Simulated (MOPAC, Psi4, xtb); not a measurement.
Internal rotation in SMILES C[SiH2][SiH2][SeH] (CH₈SeSi₂). Scanned: dihedral C1–Si2–Si3–Se4; all other coordinates were relaxed at GFN2-xTB. GFN2-xTB can order the conformers of Si and Ge chains otherwise than DFT does. Points at φ and −φ are mirror images.

Atom numbering (GFN2-xTB optimised geometry, Å):
```
12

C     -1.6400     0.7326     0.0823
Si    -0.8780    -0.9295    -0.4282
Si     1.3175    -0.5912    -1.1131
Se     1.9591     1.4748    -0.2843
H     -1.7390     1.3966    -0.7733
H     -1.0066     1.2374     0.8105
H     -2.6248     0.6155     0.5260
H     -0.9353    -1.8597     0.7067
H     -1.6613    -1.5188    -1.5209
H      2.3334    -1.5103    -0.5930
H      1.5774    -0.4879    -2.5520
H      3.2976     1.4404    -0.7791
```

Computed with: PBE0/def2-TZVP // GFN2-xTB (Psi4); PM7, restricted, heats of formation // GFN2-xTB (MOPAC); HF/cc-pVTZ // GFN2-xTB (Psi4); PBE0-D3(BJ)/def2-TZVP // GFN2-xTB (Psi4); GFN1-xTB // GFN2-xTB (xtb); MP2/cc-pVTZ = Psi4 with DF-MP2 (frozen core)/cc-pVTZ // GFN2-xTB.

Energies in kJ/mol, each method relative to its own lowest point.

```json
[
 {"φ / °": "-160", "PBE0/def2-TZVP": "2.19", "PM7": "1.20", "HF/cc-pVTZ": "2.49", "PBE0-D3(BJ)/def2-TZVP": "2.99", "GFN1-xTB": "0.00", "MP2/cc-pVTZ": "3.41"},
 {"φ / °": "-140", "PBE0/def2-TZVP": "2.81", "PM7": "2.41", "HF/cc-pVTZ": "3.04", "PBE0-D3(BJ)/def2-TZVP": "3.58", "GFN1-xTB": "0.09", "MP2/cc-pVTZ": "4.19"},
 {"φ / °": "-120", "PBE0/def2-TZVP": "2.91", "PM7": "3.10", "HF/cc-pVTZ": "2.97", "PBE0-D3(BJ)/def2-TZVP": "3.62", "GFN1-xTB": "0.29", "MP2/cc-pVTZ": "4.29"},
 {"φ / °": "-100", "PBE0/def2-TZVP": "2.06", "PM7": "2.45", "HF/cc-pVTZ": "1.89", "PBE0-D3(BJ)/def2-TZVP": "2.66", "GFN1-xTB": "0.36", "MP2/cc-pVTZ": "3.13"},
 {"φ / °": "-80", "PBE0/def2-TZVP": "0.70", "PM7": "1.06", "HF/cc-pVTZ": "0.45", "PBE0-D3(BJ)/def2-TZVP": "1.08", "GFN1-xTB": "0.33", "MP2/cc-pVTZ": "1.32"},
 {"φ / °": "-60", "PBE0/def2-TZVP": "0.00", "PM7": "0.00", "HF/cc-pVTZ": "0.00", "PBE0-D3(BJ)/def2-TZVP": "0.00", "GFN1-xTB": "0.45", "MP2/cc-pVTZ": "0.00"},
 {"φ / °": "-40", "PBE0/def2-TZVP": "0.63", "PM7": "0.33", "HF/cc-pVTZ": "1.29", "PBE0-D3(BJ)/def2-TZVP": "0.22", "GFN1-xTB": "0.85", "MP2/cc-pVTZ": "0.02"},
 {"φ / °": "-20", "PBE0/def2-TZVP": "1.67", "PM7": "1.31", "HF/cc-pVTZ": "2.72", "PBE0-D3(BJ)/def2-TZVP": "1.06", "GFN1-xTB": "0.84", "MP2/cc-pVTZ": "0.87"},
 {"φ / °": "0", "PBE0/def2-TZVP": "1.93", "PM7": "1.54", "HF/cc-pVTZ": "3.10", "PBE0-D3(BJ)/def2-TZVP": "1.22", "GFN1-xTB": "0.67", "MP2/cc-pVTZ": "1.06"},
 {"φ / °": "20", "PBE0/def2-TZVP": "1.67", "PM7": "1.31", "HF/cc-pVTZ": "2.72", "PBE0-D3(BJ)/def2-TZVP": "1.06", "GFN1-xTB": "0.84", "MP2/cc-pVTZ": "0.87"},
 {"φ / °": "40", "PBE0/def2-TZVP": "0.63", "PM7": "0.33", "HF/cc-pVTZ": "1.29", "PBE0-D3(BJ)/def2-TZVP": "0.22", "GFN1-xTB": "0.85", "MP2/cc-pVTZ": "0.02"},
 {"φ / °": "60", "PBE0/def2-TZVP": "0.00", "PM7": "0.00", "HF/cc-pVTZ": "0.00", "PBE0-D3(BJ)/def2-TZVP": "0.00", "GFN1-xTB": "0.45", "MP2/cc-pVTZ": "0.00"},
 {"φ / °": "80", "PBE0/def2-TZVP": "0.70", "PM7": "1.06", "HF/cc-pVTZ": "0.45", "PBE0-D3(BJ)/def2-TZVP": "1.08", "GFN1-xTB": "0.33", "MP2/cc-pVTZ": "1.32"},
 {"φ / °": "100", "PBE0/def2-TZVP": "2.06", "PM7": "2.45", "HF/cc-pVTZ": "1.89", "PBE0-D3(BJ)/def2-TZVP": "2.66", "GFN1-xTB": "0.36", "MP2/cc-pVTZ": "3.13"},
 {"φ / °": "120", "PBE0/def2-TZVP": "2.91", "PM7": "3.10", "HF/cc-pVTZ": "2.97", "PBE0-D3(BJ)/def2-TZVP": "3.62", "GFN1-xTB": "0.29", "MP2/cc-pVTZ": "4.29"},
 {"φ / °": "140", "PBE0/def2-TZVP": "2.81", "PM7": "2.41", "HF/cc-pVTZ": "3.04", "PBE0-D3(BJ)/def2-TZVP": "3.58", "GFN1-xTB": "0.09", "MP2/cc-pVTZ": "4.19"},
 {"φ / °": "160", "PBE0/def2-TZVP": "2.19", "PM7": "1.20", "HF/cc-pVTZ": "2.49", "PBE0-D3(BJ)/def2-TZVP": "2.99", "GFN1-xTB": "0.00", "MP2/cc-pVTZ": "3.41"},
 {"φ / °": "180", "PBE0/def2-TZVP": "2.07", "PM7": "0.61", "HF/cc-pVTZ": "2.45", "PBE0-D3(BJ)/def2-TZVP": "2.88", "GFN1-xTB": "0.21", "MP2/cc-pVTZ": "3.21"}
]
```

Root-mean-square difference from the MP2/cc-pVTZ profile, itself a level with limits, after the best constant shift (kJ/mol): PBE0/def2-TZVP 0.86, PM7 1.01, HF/cc-pVTZ 1.21, PBE0-D3(BJ)/def2-TZVP 0.32, GFN1-xTB 1.86.
